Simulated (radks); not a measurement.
Results of a calculation; reference values are marked as such.
Problem. These are the eigenvalues of the occupied orbitals of an atom or ion with whole-number occupations (hartree). Code: a radial shooting solver on a logarithmic mesh with Libxc functionals. Model: scalar-relativistic Kohn-Sham, r2SCAN, spin-polarised, spherical densities, finite nucleus; meta-GGA in the generalised Kohn-Sham scheme; Fermi nuclear charge, rms radius of each element as measured or else 0.836 A^(1/3) + 0.57 fm.

1s: -3149.204
2s: -562.0355
2p: -483.4538
3s: -134.7858
3p: -112.0698
3d: -88.45701
4s: -30.54461
4p: -23.06660
4d: -14.24729
5s: -5.17660
4f: -4.50694
5p: -3.14000
5d: -0.85611
6s: -0.60773

Which element is it, and in what charge state? The configuration may be excited. Open shells, if any, are filled with parallel spins first.

Solution. Z = 81, thallium, charge +1: Tl+ in [Hg]. The list shows which subshells hold electrons but not how many an open one holds; the 1s level, -3149.2 hartree, gives Z - s = 79.4 by -(Z - s)^2/2, which with screening and relativity narrows Z to a few neighbours, and the depths of the outer levels then fix element, charge and occupations together.
